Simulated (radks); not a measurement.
Charge is removed step by step from the 3d down level of Ga+, starting from [Ar] 3d(up 5, down 5) 4s2. Calculated with a radial shooting solver on a logarithmic mesh with Libxc functionals: scalar-relativistic Kohn-Sham, LDA (Slater exchange, Perdew-Wang correlation), spin-polarised, spherical densities, point nucleus.

| removed (e) | E - E(0) (eV) | eigenvalue (eV) | E minus straight line (eV) |
|---|---|---|---|
| 0 | 0.000 | -27.757 | 0.000 |
| 0.25 | 7.510 | -32.363 | -1.809 |
| 0.5 | 16.195 | -37.161 | -2.443 |
| 0.75 | 26.103 | -42.140 | -1.855 |
| 1 | 37.277 | -47.293 | 0.000 |

Removing the whole electron costs 37.277 eV by Delta-SCF, against 27.757 eV from minus the eigenvalue at the starting occupation. Slater's transition state (half an electron removed) gives 37.161 eV. Integrating minus the eigenvalue over the occupation (Janak's theorem) gives 37.282 eV. In this scalar-relativistic scheme the density is built from large components alone, so the theorem holds only approximately. The mean slope of the eigenvalue, de/dn, is 19.5 eV per electron.
